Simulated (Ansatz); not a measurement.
A nudged elastic band was laid between two geometries of C3H8BFSi (14 atoms, charge 0, multiplicity 1).

The calculation used Ansatz, RKS B3LYP/cc-pVDZ.

```json
{
  "movable images": "5",
  "climbing image": "yes",
  "spring": "5.0 eV/Å²",
  "optimiser": "quadratic models (default)",
  "start path": "through a guess of the saddle point",
  "force threshold": "0.05 eV/Å",
  "iteration limit": "60",
  "end points": "relaxed"
}
```

First end point:

```xyz
14
Properties=species:S:1:pos:R:3
C -1.306 -1.172 1.519
B -0.387 -0.717 0.363
C 0.551 -1.061 -0.802
C -0.082 0.356 -0.707
F -1.112 0.648 -1.631
Si 1.073 1.838 -0.513
H -1.236 -2.239 1.779
H -2.359 -0.916 1.301
H -1.051 -0.580 2.420
H 1.644 -1.118 -0.812
H 0.090 -1.758 -1.519
H 2.137 1.494 0.484
H 0.307 3.027 -0.031
H 1.718 2.170 -1.823
```

Last end point:

```xyz
14
Properties=species:S:1:pos:R:3
C -1.299 -1.181 1.520
B -0.396 -0.715 0.356
C 0.455 -1.043 -0.878
C -0.085 0.399 -0.671
F -1.148 0.797 -1.516
Si 1.161 1.803 -0.467
H -1.126 -0.547 2.409
H -1.185 -2.238 1.808
H -2.355 -0.999 1.245
H 1.542 -1.161 -0.942
H -0.076 -1.668 -1.613
H 2.247 1.351 0.460
H 0.490 3.008 0.109
H 1.763 2.163 -1.790
```

(1) What changes between the two ends?

(2) What energy profile does the band end with?

(3) What is the geometry of the highest image?

The band took 8 iterations and about 5 core-minutes.

## Answers

(1) No bond is made or broken. The dihedral H8–C1–B2–C3 goes from -113 to 22°.

(2) It converged. The highest image is number 3 of 0 to 6, 0.007 eV above the ends, which have the same energy within 2 meV. The top lies less than 8 meV above the higher end, about what the thresholds resolve: that end is a shoulder or a very shallow well. A vibrational analysis at the climbing image gives one clearly imaginary mode, 81i cm⁻¹: a first-order saddle point.

| image | path coordinate (Å) | energy (eV) | dihedral H8–C1–B2–C3 (°) |
| --- | --- | --- | --- |
| 0 | 0.00 | 0.000 | -113 |
| 1 | 0.70 | 0.000 | -86 |
| 2 | 1.39 | 0.002 | -60 |
| 3 | 2.09 | 0.007 | -37 |
| 4 | 2.69 | 0.002 | -19 |
| 5 | 3.30 | -0.001 | 0 |
| 6 | 3.90 | 0.001 | 22 |

(3) 
```xyz
14
Properties=species:S:1:pos:R:3
C -1.337 -1.155 1.531
B -0.446 -0.655 0.370
C 0.414 -1.027 -0.847
C -0.088 0.435 -0.666
F -1.134 0.850 -1.524
Si 1.200 1.806 -0.497
H -0.693 -1.564 2.333
H -1.945 -2.013 1.191
H -2.003 -0.396 1.968
H 1.498 -1.171 -0.897
H -0.125 -1.643 -1.583
H 2.277 1.352 0.440
H 0.564 3.046 0.044
H 1.803 2.106 -1.834
```

The run took 2.8 min on 2 threads of Arm Neoverse V2, with other jobs on the host, peak memory 0.34 GiB.
